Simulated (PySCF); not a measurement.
Compound: C₄H₈GeO₂.
Atom-mapped SMILES: `[O:1]=[C:2]([OH:3])[GeH:4]1[CH2:5][CH2:6][CH2:7]1` (hydrogens: H8 on O3; H9 on Ge4; H10, H11 on C5; H12, H13 on C6; H14, H15 on C7)

Geometry (PBE0-D3(BJ)/def2-SVP, Å), atoms numbered from 1 in this order:
```xyz
15
C4H8GeO2 angstrom
O      1.8867    0.1631    1.4250
C      1.9432    0.2195    0.2241
O      3.0980    0.3708   -0.4382
Ge     0.3328    0.0939   -0.9426
C     -1.1388    1.0865   -0.0835
C     -1.4769   -0.2147    0.6863
C     -0.8565   -1.3053   -0.2225
H      3.8023    0.4176    0.2335
H      0.7034    0.2232   -2.4312
H     -1.9114    1.3489   -0.8230
H     -0.9150    1.9716    0.5273
H     -2.5503   -0.3539    0.8995
H     -0.9474   -0.2078    1.6514
H     -0.4285   -2.1803    0.2850
H     -1.5570   -1.6503   -0.9989
```

Method used: TDDFT CAM-B3LYP/def2-SVPD, vertical, gas phase, core orbitals frozen in the response in PySCF 2.14.0, density-fitted response routines. Relativistic effects, spin–orbit coupling among them, are left out although an element past zinc is present.

Kohn–Sham orbitals with the atoms that hold most of them (Löwdin shares over 4%, at most four atoms; ? is withheld):

```
orbital  ε (eV)                              atoms
 LUMO+2    1.44  Ge4 18%, O3 11%, H10 10%, H15 10%
 LUMO+1    0.90    Ge4 27%, O3 25%, C2 11%, H8 11%
   LUMO    0.29                                  ?
   HOMO   -8.99     O1 34%, C2 15%, Ge4 14%, O3 8%
 HOMO-1   -9.38                                  ?
 HOMO-2   -9.61    Ge4 20%, O1 16%, H9 16%, C6 14%
 HOMO-3  -10.94    C6 26%, H13 16%, C5 13%, C7 13%
```

Task: Give the leading atoms of the LUMO.

Result: C2 (bonded to Ge and 2 O) 27%; Ge4 (bonded to 3 C and H) 20%; O1 (bonded to C) 17%; O3 (bonded to C and H) 11%. By element: oxygen 28%, carbon 27% or more, germanium 20%.

Task: Give the leading atoms of the HOMO-1.

Result: C5 (bonded to C, Ge and 2 H) 27%; C7 (bonded to C, Ge and 2 H) 26%; Ge4 (bonded to 3 C and H) 24%; H11 (bonded to C) 4%. By element: carbon 53% or more, germanium 24%, hydrogen 4% or more.

Task: How does S1 compare with the orbital gap of 9.27 eV?

Result: S1 is at 5.08 eV (f = 0.0027), 4.20 eV below the gap, made of HOMO→LUMO (72%), HOMO-2→LUMO (12%), HOMO→LUMO+3 (9%). Without the coupling terms of the response equations the lowest excitation would equal the gap.

Task: One configuration dominates each of S1, S2, S3 and S4. Which, and how do the shares of the two leading atoms of either orbital change from the occupied to the empty one?

Result: 
- S1 (5.08 eV, f 0.0027), HOMO→LUMO (72%): O1 34% → 17%, C2 15% → 27%, Ge4 14% → 20%
- S2 (6.50 eV, f 0.015), HOMO-2→LUMO (75%): Ge4 20% → 20%, O1 16% → 17%, C2 at most 14% → 27%
- S3 (6.73 eV, f 0.143), HOMO-1→LUMO (96%): C5 27% → at most 12%, C7 26% → at most 12%, C2 at most 5% → 27%, Ge4 24% → 20%
- S4 (7.12 eV, f 0.140), HOMO→LUMO+1 (78%): O1 34% → at most 11%, C2 15% → 11%, Ge4 14% → 27%, O3 8% → 25%

Löwdin shares depend on the basis, the more so with diffuse functions.

One conformer stands for the species.
